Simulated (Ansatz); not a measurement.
A series at Si: from `B[SiH2][SiH2][SiH2]Cl`, ligands are replaced one by one, each step taking up HCl and setting free `[SiH3]Cl`; n counts the steps. Ansatz, PBE0-D4/def2-TZVP geometries. Each molecule was computed in one conformer, which needn't be the lowest.

```csv
n,molecule,"HOMO energy, ωB97M-V/def2-TZVPP (eV)"
0,`B[SiH2][SiH2][SiH2]Cl`,?
1,`B[SiH2][SiH2]Cl`,-9.69
2,`B[SiH2]Cl`,-10.47
3,`BCl`,-10.92
```

Q: By hand: fit a straight line y = ȳ + b (n − n̄) to the 3 given rows and predict n = 0.

A: n̄ = 2.000, ȳ = -10.360; Σ(n − n̄)(y − ȳ) = -1.230, Σ(n − n̄)² = 2.000, so b = -0.615 eV a step. Prediction: -10.360 + (-0.615) × (-2.000) = -9.13 eV.

Q: By hand: compare with the computed value, -9.53 eV, and give the steps along the whole series.

A: The line misses by -0.40 eV (computed minus predicted). Steps: -0.16, -0.78, -0.45 eV.

The steps differ by up to 0.62 eV without a steady trend. The highest orbital can change its character along such a series. The miss is 28.8 % of the series' range.
